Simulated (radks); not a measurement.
Question: Excited configurations of Ga IV: one electron is placed in a higher orbital outside [Ar] 3d9. The ground configuration is [Ar] 3d10. Method: non-relativistic Kohn-Sham, PBEsol, spin-polarised, spherical densities, point nucleus; open shells are filled with parallel spins first; computed with a radial shooting solver on a logarithmic mesh with Libxc functionals. Excitation = E - E(ground); binding = E(ion) - E, where the ion is the core of charge +4; n* = 4/sqrt(2 binding) in atomic units, and the quantum defect is n - n*.

| outer orbital | excitation (eV) | binding (eV) | n* | quantum defect | eigenvalue (eV) | <r> (bohr) |
|---|---|---|---|---|---|---|
| 4s | 19.082 | 44.873 | 2.203 | 1.797 | -39.677 | 1.908 |
| 4p | 28.630 | 35.325 | 2.482 | 1.518 | -30.859 | 2.175 |
| 4d | 41.689 | 22.266 | 3.127 | 0.873 | -19.215 | 2.994 |
| 5p | 45.891 | 18.064 | 3.472 | 1.528 | -16.072 | 4.420 |
| 5f | 54.751 | 9.204 | 4.863 | 0.137 | -8.046 | 7.498 |
| 6p | 52.926 | 11.029 | 4.443 | 1.557 | -9.902 | 7.354 |
| 6d | 55.353 | 8.601 | 5.031 | 0.969 | -7.678 | 9.008 |
| 6f | 57.457 | 6.498 | 5.788 | 0.212 | -5.764 | 11.36 |
| 7d | 57.875 | 6.080 | 5.984 | 1.016 | -5.472 | 13.07 |
| 7f | 59.138 | 4.816 | 6.723 | 0.277 | -4.317 | 15.93 |

Estimate the row for 7p.

Answer: excitation (eV) 56.505; binding (eV) 7.450; n* 5.406; quantum defect 1.594; eigenvalue (eV) -6.732; <r> (bohr) 11.00. The Delta-SCF ionisation energy is 63.954 eV (NIST Atomic Spectra Database: 63.24 eV, measured). Self-interaction in the functional shifts the binding energies and quantum defects, so they are the method's values and not measured ones. Open shells are spherical and high-spin; term and fine-structure splittings are not resolved.
